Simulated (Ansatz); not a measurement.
Worked example: the step energy

An elementary step of AlNH₄SF₂, closed shell (AlNH₂F₂ ([NH2][Al]([F])[F]) + H₂S → AlHSF₂ ([F][Al]([F])[SH]) + NH₃ (still joined by a long Al–N bond); Al–N, H–S broken or loosened, Al–S, N–H formed or tightened). “Start” and “end” are the PBE0-D4/def2-TZVP structures reached by relaxing down either side of its saddle point, with the molecules still in contact.

Ansatz 0.2.0; basis: def2-TZVPP and def2-QZVPP; cores frozen in the correlated methods.

Energies in eV:

| quantity | end | start |
| --- | --- | --- |
| Hartree–Fock, triple zeta (X = 3) | -24368.01379 | -24366.76416 |
| Hartree–Fock, quadruple zeta (X = 4) | -24368.87490 | -24367.63974 |
| MP2 correlation, X = 3 | -26.86123 | -26.91765 |
| MP2 correlation, X = 4 | -29.27848 | -29.32018 |
| CCSD(T) correlation, X = 3 | -28.59311 | -28.66178 |

(1) Work out the step energy at the basis limit: extrapolate Hartree–Fock as E(X) = E∞ + A exp(−7.88 √X) and the MP2 correlation as E(X) = E∞ + B X^−2.97 (the exponents that Neese and Valeev fitted for def2-TZVPP and QZVPP), then add CCSD(T) − MP2 in triple zeta.

No T1 diagnostic of these runs exceeds 0.012.

Results:

(1) Each step is linear, so take the differences first (end − start): Hartree–Fock -1.24963 (X = 3) and -1.23516 (X = 4); MP2 correlation 0.05642 and 0.04170; CCSD(T) correlation 0.06867.
Two points give E∞ = E(4) + w [E(4) − E(3)], with w = 1/(exp(7.88 (2 − √3)) − 1) = 0.1377 for Hartree–Fock and w = 1/((4/3)^2.97 − 1) = 0.7407 for the correlation.
Hartree–Fock: -1.23516 + 0.1377 × 0.01447 = -1.2332 eV.
MP2 correlation: 0.04170 + 0.7407 × (-0.01472) = 0.0308 eV.
CCSD(T) − MP2: 0.06867 − 0.05642 = 0.0122 eV.
Sum: -1.2332 + 0.0308 + 0.0122 = -1.1902 eV, or -27.45 kcal/mol. Plain CCSD(T) in triple zeta gives -1.1810 eV, so the larger basis shifts the result by -0.0092 eV.

Exchanges of this kind with a chalcogen hydride build sulfide and selenide films.

Labels in which every atom is bracketed show which atoms are joined, not bond orders.

For scale, one of the runs: CCSD(T)/def2-TZVPP, 233 basis functions, launched by `ansatz run in.yaml --threads 3 --pin off --events-out ev --progress --plain --max-ram 6092MiB`. The run took 65 s on 3 CPU threads of an Intel Xeon (shared host), with 4.4 GiB of host memory at its peak.
